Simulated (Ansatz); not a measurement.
Mulliken charges of `CC1BB1F` from ωB97M-V/def2-TZVPP in Ansatz (PBE0-D4/def2-TZVP geometry).

```tsv
atom	x (Å)	y (Å)	z (Å)	charge (e)
C1	-0.809	-1.046	0.458	-0.280
C2	-0.024	0.138	-0.045	-0.128
B3	1.445	0.274	-0.192	-0.433
B4	0.752	1.538	-0.658	0.458
F5	0.215	2.654	-1.070	-0.240
H6	-1.392	-0.781	1.345	0.118
H7	-0.136	-1.862	0.714	0.114
H8	-1.515	-1.398	-0.300	0.117
H9	-0.765	0.928	-0.290	0.144
H10	2.310	-0.495	0.042	0.130
```

Q: By hand: the dipole of these point charges (1 e Å = 4.8032 D).

A: Σ q r = (-0.270, -0.175, 0.085) e Å, of length 0.333 e Å = 1.60 D.

Q: How does the dipole of the full density compare? (Estimate.)

A: Ansatz gave: (-0.384, -0.137, 0.078) e Å, 1.99 D; the point charges give 0.80 times that, at 14° from its direction.

Point charges leave out the atoms' own dipoles, such as those of lone pairs, and Mulliken's split depends on the basis, so the two needn't agree.
